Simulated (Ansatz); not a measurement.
The inner images of a band of ClH5OSi2 (9 atoms, charge 0, multiplicity 1) are given out of order.

All numbers below come from RKS r2SCAN/cc-pVDZ in Ansatz.

Initial state:

```xyz
9
Properties=species:S:1:pos:R:3
Si 0.287 -0.028 0.052
Cl 0.492 0.416 2.084
H 1.634 0.034 -0.575
H -0.668 0.971 -0.508
O -0.294 -1.579 -0.134
Si -1.590 -2.467 0.506
H -1.279 -2.882 1.908
H -2.836 -1.635 0.487
H -1.756 -3.664 -0.369
```

Final state:

```xyz
9
Properties=species:S:1:pos:R:3
Si 0.209 -0.232 -0.596
Cl 1.463 0.931 1.863
H 1.601 0.475 0.559
H -1.110 0.554 -0.458
O -0.280 -1.775 -0.158
Si -1.686 -2.533 0.438
H -1.405 -2.996 1.829
H -2.824 -1.561 0.424
H -1.979 -3.699 -0.449
```

Task: Put them in order from the first end to the last, with their energies above the first end.
A.
```xyz
9
Properties=species:S:1:pos:R:3
Si 0.247 -0.142 -0.223
Cl 1.061 0.722 1.873
H 1.638 0.292 0.051
H -0.983 0.677 -0.462
O -0.245 -1.733 -0.165
Si -1.642 -2.500 0.466
H -1.351 -2.933 1.862
H -2.791 -1.539 0.447
H -1.945 -3.679 -0.398
```
B.
```xyz
9
Properties=species:S:1:pos:R:3
Si 0.279 -0.059 0.071
Cl 0.683 0.606 2.014
H 1.626 0.141 -0.509
H -0.845 0.757 -0.478
O -0.192 -1.661 -0.041
Si -1.589 -2.478 0.486
H -1.362 -2.947 1.883
H -2.765 -1.550 0.439
H -1.846 -3.644 -0.414
```
C.
```xyz
9
Properties=species:S:1:pos:R:3
Si 0.238 -0.198 -0.545
Cl 1.266 0.763 1.839
H 1.560 0.376 0.433
H -1.032 0.641 -0.425
O -0.269 -1.748 -0.179
Si -1.658 -2.504 0.453
H -1.357 -2.943 1.847
H -2.803 -1.540 0.441
H -1.956 -3.683 -0.412
```
D.
```xyz
9
Properties=species:S:1:pos:R:3
Si 0.253 -0.109 -0.069
Cl 0.947 0.694 1.897
H 1.668 0.250 -0.136
H -0.950 0.687 -0.477
O -0.232 -1.713 -0.146
Si -1.629 -2.495 0.467
H -1.351 -2.931 1.866
H -2.786 -1.541 0.445
H -1.932 -3.676 -0.396
```
E.
```xyz
9
Properties=species:S:1:pos:R:3
Si 0.247 -0.171 -0.387
Cl 1.168 0.739 1.860
H 1.594 0.328 0.239
H -1.005 0.667 -0.436
O -0.258 -1.743 -0.173
Si -1.652 -2.502 0.459
H -1.354 -2.940 1.853
H -2.796 -1.536 0.446
H -1.955 -3.677 -0.409
```
F.
```xyz
9
Properties=species:S:1:pos:R:3
Si 0.291 -0.037 0.067
Cl 0.567 0.526 2.060
H 1.608 0.060 -0.613
H -0.741 0.880 -0.496
O -0.223 -1.619 -0.020
Si -1.587 -2.475 0.508
H -1.366 -2.963 1.902
H -2.789 -1.581 0.466
H -1.770 -3.626 -0.423
```
G.
```xyz
9
Properties=species:S:1:pos:R:3
Si 0.264 -0.079 0.032
Cl 0.812 0.666 1.947
H 1.662 0.201 -0.329
H -0.905 0.704 -0.486
O -0.211 -1.685 -0.100
Si -1.608 -2.489 0.473
H -1.352 -2.932 1.874
H -2.777 -1.550 0.438
H -1.896 -3.671 -0.397
```

Result: F (+0.3 kJ/mol), B (+8.6 kJ/mol), G (+42.0 kJ/mol), D (+112.3 kJ/mol), A (+203.8 kJ/mol), E (+262.9 kJ/mol), C (+275.7 kJ/mol).

Time of the run: 6.3 min on 2 threads of Arm Neoverse V1, with other jobs on the host, peak memory 0.16 GiB.
